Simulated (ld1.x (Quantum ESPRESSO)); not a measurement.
**PBE RRKJ dataset for In, scalar-relativistic all-electron reference.**

indium (In), norm-conserving RRKJ (Kleinman–Bylander form), made with ld1.x (Quantum ESPRESSO) 7.5 (PBE, scalar-relativistic). Core [Kr], reference 4d10 5s1 5p0 (charge +2). Waves: 5p (bound, empty): rc 1.85 bohr; 4d (bound): rc 1.55 bohr; 5s (bound): rc 2.15 bohr. Local part: the s channel. Core correction: none. rho0 = 0.01.

All-electron outer shells of the reference configuration (PBE, scalar-relativistic, ld1.x):

```csv
shell,level (eV),outermost node (bohr),outermost maximum (bohr)
4p,-96.19,0.42,0.82
4d,-36.53,0.40,0.94
5s,-23.67,1.02,2.06
5p,-16.22,1.13,2.45
```

What the tests gave:

```
Cutoffs needed           : 70 Ry and 80 Ry (the cutoffs (Ry, on a coarse ladder) from which the occupation-weighted sum of valence levels, in a spherical-Bessel basis at the reference potential, stays within 10 and 1 mRy of its value at 400 Ry)
Ghost test               : ghost state, extra bound levels that the all-electron valence spectrum of the same l lacks: p at -602.5 eV; a true bound ghost makes a file unfit for plane-wave use (spherical-Bessel basis up to 400 Ry, 20 bohr box)
Largest excitation error : -217 meV (all-electron minus pseudo) for 4d9 5s2 5p2, out of 7 test configurations
```

Generation and tests took about 2.9 s on one core of a shared server CPU.
